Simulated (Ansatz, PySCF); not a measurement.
Ansatz (an electronic-structure program) was given this input:
Ansatz 0.2 input:
```yaml
crystal:
  periodic: [false, false, false]
  atoms:
    - {symbol: C, position_ang: [0.01137253, 0.00043044, 0.89107543]}
    - {symbol: C, position_ang: [0.06264617, -0.66008582, -0.41729858]}
    - {symbol: C, position_ang: [0.04247067, 0.66144996, -0.41767946]}
    - {symbol: H, position_ang: [-0.79304238, -0.01164344, 1.60888743]}
    - {symbol: H, position_ang: [0.07098274, -1.56700412, -0.97228411]}
    - {symbol: H, position_ang: [0.02312338, 1.56788010, -0.97318762]}
basis:
  gaussian:
    orbitals: cc-pVDZ
magnetization: {spin_polarized: true, initial_magnetization: 1}
correlation: {method: ccsd_t, electrons: outside_noble_gas}
accuracy: high
```

Q: Write the same job for PySCF.

A: This is not unique; one that fits is 
```python
from pyscf import gto, scf, cc

mol = gto.M(
    atom='''
C     0.01137253    0.00043044    0.89107543
C     0.06264617   -0.66008582   -0.41729858
C     0.04247067    0.66144996   -0.41767946
H    -0.79304238   -0.01164344    1.60888743
H     0.07098274   -1.56700412   -0.97228411
H     0.02312338    1.56788010   -0.97318762
''',
    basis='cc-pvdz',
    spin=1,
    verbose=4,
)

mf = scf.UHF(mol)
mf.kernel()

mycc = cc.CCSD(mf, frozen=3)
mycc.kernel()
et = mycc.ccsd_t()
print('E(CCSD(T)) = %.10f' % (mycc.e_tot + et))
```

Both were run: Ansatz gave -115.614825 Eh and PySCF -115.614825 Eh, 0.000 mEh apart.
